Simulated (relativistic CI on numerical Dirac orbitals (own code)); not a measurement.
# L2,3 absorption of cobalt in several valence states

Computed multiplet spectra 2p⁶3dⁿ → 2p⁵3dⁿ⁺¹ (Dirac-Coulomb-Breit ions, Slater integrals scaled by 0.8, an assumed crystal field that grows with the charge, no charge transfer; 300 K; Lorentzian 0.4 eV and Gaussian 0.3 eV FWHM at both edges, so that L2 comes out sharper than in experiment). Peaks over 5 % are given in eV from the highest peak in the L3 region of each spectrum (height, largest 100). S of the lowest state is read from ⟨S²⟩, and the branching ratio is the share of L3, cut at the minimum between the edges.

Field parameters in Wybourne normalisation: Oh B⁴₀ = 21Dq, B⁴₄ = √(5/14) B⁴₀. The field is a parameter set, without covalency.

- Co2+ (d7, Oh, 10Dq = 10250 cm⁻¹): S = 1.50, high spin, branching ratio 0.82; peaks -3.2 (55), -1.8 (89), -1.2 (91), 0.0 (100), 2.4 (11), 13.5 (27), 14.3 (30), 16.1 (6)
- Co3+ (d6, Oh, 10Dq = 13250 cm⁻¹): S = 2.00, high spin, branching ratio 0.78; peaks -2.6 (21), -1.6 (26), 0.0 (100), 1.3 (49), 3.2 (19), 4.8 (8), 13.4 (10), 15.1 (33), 16.6 (10), 18.6 (7)
- Co4+ (d5, Oh, 10Dq = 16250 cm⁻¹): S = 2.50, high spin, branching ratio 0.77; peaks -2.2 (31), 0.0 (100), 1.8 (29), 3.4 (7), 4.4 (9), 5.7 (6), 13.5 (15), 14.6 (6), 15.7 (21), 16.8 (12), 17.4 (16)
- Co5+ (d4, Oh, 10Dq = 19200 cm⁻¹): S = 1.99, high spin, branching ratio 0.66; peaks -2.5 (48), -1.5 (37), 0.0 (100), 1.9 (65), 3.8 (27), 10.0 (20), 11.8 (37), 13.3 (19), 15.0 (27), 16.2 (39), 17.6 (15)

The centroid of the whole edge, which also moves with the branching ratio, lies at 783.8 (Co2+), 787.1 (Co3+), 791.2 (Co4+), 796.2 (Co5+) eV in this ionic model, in steps of 3.3 to 5.0 eV. Compounds show about 1 to 2 eV a unit and lower energies for the high valences, since ligands screen the charge. The multiplet shape follows the d count and the spin state, and so serves as a fingerprint of valence. Real compounds of Co3+, Co4+, Co5+ are mostly low spin, since covalency shrinks the Slater integrals more than this scale does.
